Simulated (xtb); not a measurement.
Cd(Me) (CH3Cd), SMILES [Cd+][CH3], charge +1. All values are semi-empirical tight-binding results from xtb (GFN2-xTB unless named), good for trends rather than for accurate numbers. Geometry: GFN2-xTB. The multiplicity is an assumed one; other spin states were not compared. The isomer is the one that the SMILES or the coordinates give; other isomers of the formula were not compared.

Optimised geometry:

Bonds (Å): Cd1–C2 2.145, C2–H3 1.096, C2–H4 1.096, C2–H5 1.096. Angles (°): Cd1–C2–H3 105.6, Cd1–C2–H4 105.6, Cd1–C2–H5 105.6, H3–C2–H4 113.0, H3–C2–H5 113.0, H4–C2–H5 113.0.
Charge +1, spin multiplicity 1.

For metal compounds this method's bond lengths and energies can be far off.

Computed properties:
```
Item                                           Value
-------------------------------------  -------------
point group as xtb finds it                      C3v
orbital gap                                  4.11 eV
zero-point energy                      20.5 kcal/mol
G − E(el) at 298.15 K (modified RRHO)   5.1 kcal/mol
```

### Question
Give the atomic charges and the Wiberg bond orders between heavy atoms. (The exact figures need the calculation; the answer reports its results.)

### Answer
charges (e) Cd1 0.54, C2 -0.13, H3 0.20, H4 0.20, H5 0.20. Bond orders Cd1–C2 1.19.
